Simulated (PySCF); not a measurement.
**Magnetisability: SMILES [H]/N=C/C(C)(C)CC#C, C$_{7}$H$_{11}$N**

Geometry:
| atom | x (Å) | y (Å) | z (Å) |
| --- | --- | --- | --- |
| C1 | 2.955 | -0.736 | 0.797 |
| C2 | 1.798 | -0.490 | 0.976 |
| C3 | 0.396 | -0.191 | 1.171 |
| C4 | -0.335 | 0.089 | -0.153 |
| C5 | -0.263 | -1.138 | -1.069 |
| C6 | 0.287 | 1.301 | -0.857 |
| C7 | -1.782 | 0.393 | 0.113 |
| N8 | -2.250 | 0.400 | 1.275 |
| H9 | 3.972 | -0.954 | 0.659 |
| H10 | -0.088 | -1.032 | 1.673 |
| H11 | 0.299 | 0.681 | 1.822 |
| H12 | 0.776 | -1.379 | -1.277 |
| H13 | -0.729 | -1.998 | -0.592 |
| H14 | -0.773 | -0.947 | -2.012 |
| H15 | -0.220 | 1.503 | -1.799 |
| H16 | 1.337 | 1.105 | -1.062 |
| H17 | 0.215 | 2.185 | -0.228 |
| H18 | -2.364 | 0.601 | -0.798 |
| H19 | -3.241 | 0.617 | 1.353 |

Theory: GIAO B97-2/pcSseg-1 magnetisability, rotational g tensor and spin-rotation constants, non-relativistic, gas phase in PySCF. Geometry: GFN2-xTB.

Question: How diamagnetic is it, and how anisotropic?

Answer: Isotropic -1330 × 10⁻³⁰ J/T², or -80.1 × 10⁻⁶ cm³/mol; principal values -1472, -1291, -1228 × 10⁻³⁰ J/T², anisotropy 220 × 10⁻³⁰ J/T² (root of half the summed squared differences of the principal values). The susceptibility is in cgs units.

Question: Split it along the inertial axes a, b, c into diamagnetic and paramagnetic parts about the centre of mass, with the quadrupole moment.

Answer: 
| axis | χ (10⁻⁶ cm³/mol) | diamagnetic (10⁻⁶ cm³/mol) | paramagnetic (10⁻⁶ cm³/mol) | summed x² of all electrons (Å²) | quadrupole Θ (D Å) |
| --- | --- | --- | --- | --- | --- |
| a | -77.7 | -487.3 | 409.6 | 180.5 | +9.01 |
| b | -74.0 | -964.0 | 890.0 | 68.1 | -5.72 |
| c | -88.7 | -1054.9 | 966.3 | 46.7 | -3.29 |

Anisotropies 2χaa − χbb − χcc = +7.2 and 2χbb − χaa − χcc = +18.4 × 10⁻⁶ cm³/mol. Θ is traceless in Buckingham's convention.

Question: And the rotational g tensor?

Answer: 
| axis | rotational constant (GHz) | g | nuclear part | electronic part |
| --- | --- | --- | --- | --- |
| a | 3.4011 | -0.0213 | 0.6331 | -0.6544 |
| b | 1.3957 | -0.0055 | 0.5781 | -0.5836 |
| c | 1.2624 | +0.0029 | 0.5759 | -0.5730 |

Asymmetric top; isotopes 12C, 1H, 14N; no vibrational averaging.
